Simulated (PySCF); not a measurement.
iodine monochloride (ClI), SMILES ClI.

Geometry optimised at B3LYP-D3(BJ)/def2-TZVP. The def2 effective core potentials stand for the cores of I; spin–orbit coupling is left out.

The numbers are results of CAM-B3LYP/def2-TZVPD (PySCF), not measurements.

```yaml
total_energy: -757.93517 hartree
point_group: C∞v
highest_occupied_level: -9.18 eV
lowest_empty_level: -2.60 eV
orbital_gap: 6.58 eV
dipole_moment: 1.28 D
quadrupole, principal values (traceless, Buckingham form, about the centre of nuclear charge): -1.69, -1.69, 3.38 D·Å
mean_static_polarisability: 49.7 bohr³ (7.36 Å³)
polarisability_principal_values: 41.4, 41.4, 66.3 bohr³
```
